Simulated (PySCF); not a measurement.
# `B1(C=S)NBN(C)BN1`, C2H8B3N3S

Molfile (atoms numbered from 1):
```
C2H8B3N3S
     RDKit          3D

 17 17  0  0  0  0  0  0  0  0999 V2000
   -2.8881   -0.5545   -0.2722 C   0  0  0  0  0  0  0  0  0  0  0  0
   -1.4627   -0.3593   -0.0635 N   0  0  0  0  0  0  0  0  0  0  0  0
   -0.9131    0.9580   -0.1549 B   0  0  0  0  0  0  0  0  0  0  0  0
    0.4879    1.1371    0.0557 N   0  0  0  0  0  0  0  0  0  0  0  0
    1.3544    0.0450    0.3546 B   0  0  0  0  0  0  0  0  0  0  0  0
    2.9064    0.2520    0.5880 C   0  0  0  0  0  0  0  0  0  0  0  0
    3.9285   -0.9563    0.9480 S   0  0  0  0  0  0  0  0  0  0  0  0
    0.7736   -1.2461    0.4369 N   0  0  0  0  0  0  0  0  0  0  0  0
   -0.6165   -1.4765    0.2344 B   0  0  0  0  0  0  0  0  0  0  0  0
   -3.1391   -1.6218   -0.2051 H   0  0  0  0  0  0  0  0  0  0  0  0
   -3.2036   -0.1924   -1.2632 H   0  0  0  0  0  0  0  0  0  0  0  0
   -3.4842   -0.0179    0.4830 H   0  0  0  0  0  0  0  0  0  0  0  0
   -1.6243    1.9041   -0.4068 H   0  0  0  0  0  0  0  0  0  0  0  0
    0.8668    2.0732   -0.0118 H   0  0  0  0  0  0  0  0  0  0  0  0
    3.3216    1.2727    0.5052 H   0  0  0  0  0  0  0  0  0  0  0  0
    1.4003   -2.0166    0.6513 H   0  0  0  0  0  0  0  0  0  0  0  0
   -1.0812   -2.5906    0.3100 H   0  0  0  0  0  0  0  0  0  0  0  0
  1  2  1  0
  2  3  1  0
  3  4  1  0
  4  5  1  0
  5  6  1  0
  6  7  2  0
  5  8  1  0
  8  9  1  0
  9  2  1  0
  1 10  1  0
  1 11  1  0
  1 12  1  0
  3 13  1  0
  4 14  1  0
  6 15  1  0
  8 16  1  0
  9 17  1  0
M  END
```

Method: quadratic response CAM-B3LYP/aug-cc-pVDZ first hyperpolarisability, Taylor convention, gas phase in PySCF. Geometry: PBE0-D3(BJ)/def2-SVP.

(1) Give β for the processes computed.

Results:

(1) In au, Taylor convention; the vector part is βᵢ = ⅓ Σⱼ (βᵢⱼⱼ + βⱼᵢⱼ + βⱼⱼᵢ); β∥ is 3/5 of the vector part along the dipole, the dipole points from − to +:
```
                   process  λ (nm)  β vector norm     β∥  β HRS  depolarisation ratio
           static β(0;0,0)       ∞          688.7  341.8  279.6                  5.36
second harmonic β(−2ω;ω,ω)    1907          782.0  386.7  317.5                  5.34
         Pockels β(−ω;ω,0)    1907          718.0  356.0      –                     –
         Pockels β(−ω;ω,0)    1064          789.2  390.2      –                     –
```

Second harmonics within 0.3 eV of the first excitation or beyond it are left out.

Problem. Which lowest excitations, dipole and polarisabilities go with it?

Solution. S1 1.91 eV (f = 0.000); S2 4.80 eV (f = 0.194); S3 5.17 eV (f = 0.096); dipole 2.11 D; isotropic α 109.8 au static, 110.2 au at 1907 nm, 111.3 au at 1064 nm, 111.7 au at 953.5 nm.
